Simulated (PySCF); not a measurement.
# Molybdenum: a sound run and one with changed settings

Sound run: Mo [Kr] 4d5 5s1, Mo⁺ [Kr] 4d5. All numbers are calculated (PySCF 2.14, scalar relativity through the core potential, in cc-pVTZ-PP with ECP28MDF). The sound run starts from symmetry-adapted Hartree-Fock orbitals and uses a fine grid where one is needed.

Changed run: radial step 0.8 in ln r (0.13 in the sound run). This setting is unsound on purpose.

```json
{"species": "Mo", "method": "UHF", "sound run (hartree)": "-67.34504", "changed run (hartree)": "-67.34504", "converged": "yes"}
{"species": "Mo", "method": "PBE0", "sound run (hartree)": "-67.87781", "changed run (hartree)": "-68.11902", "converged": "yes"}
{"species": "Mo", "method": "M06-2X", "sound run (hartree)": "-67.75978", "changed run (hartree)": "-67.70119", "converged": "yes"}
{"species": "Mo⁺", "method": "UHF", "sound run (hartree)": "-67.11560", "changed run (hartree)": "-67.11560", "converged": "yes"}
{"species": "Mo⁺", "method": "PBE0", "sound run (hartree)": "-67.61161", "changed run (hartree)": "-67.81471", "converged": "yes"}
{"species": "Mo⁺", "method": "M06-2X", "sound run (hartree)": "-67.50304", "changed run (hartree)": "-67.42149", "converged": "yes"}
```

Ionisation energy of Mo:

```csv
method,sound run (eV),changed run (eV)
UHF,6.244,6.244
PBE0,7.244,8.281
M06-2X,6.986,7.611
```

A coarse radial grid mis-integrates the density and the exchange-correlation energy, with errors of either sign; Hartree-Fock needs no grid.

For comparison, NIST gives 7.092 eV between the lowest levels.
